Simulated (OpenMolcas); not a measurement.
Tb3+ among 6 point charges of -2 e arranged as a trigonal prism (D3h), with a polar angle of 55.0° against the regular 49.1°.

| Quantity | Value |
| --- | --- |
| Program | OpenMolcas 26.06 |
| Method | CASSCF |
| Basis | ANO-RCC-VDZP [7s6p4d2f1g] |
| Scalar Hamiltonian | DKH2, point nucleus |
| Active space | 8 electrons in 7 orbitals (4f) |
| State averaging | 2S+1 = 7 even, 7 roots; 2S+1 = 5 even, 62 roots kept (CI in the orbitals of an earlier block); 2S+1 = 3 even, 2 roots kept (CI in the orbitals of an earlier block, 0 in the spin-orbit step) |
| Spin-orbit coupling | RASSI with atomic mean-field integrals over the reference wave functions |

All point charges move together. At R = 2.24 Å the width of the lowest J multiplet is 255 cm-1, and at R = 2.61 Å it is 114 cm-1.

A third run gives 189 cm-1. What distance was it run at?

With a power law R^-n the two known points give n = -ln(114 / 255) / ln(2.61 / 2.24) = 5.27. Then R = 2.24 × (255 / 189)^(1/5.27) = 2.371 Å. The run was at 2.37 Å, so the estimate is off by +0.001 Å.

High states are left out of the spin-orbit mixing, which shifts the levels that they would mix with. Point charges carry no covalency, so the field is a model and not that of real ligands. An unlabelled pair can be two single states that coincide in this model. No measured value stands beside these numbers.
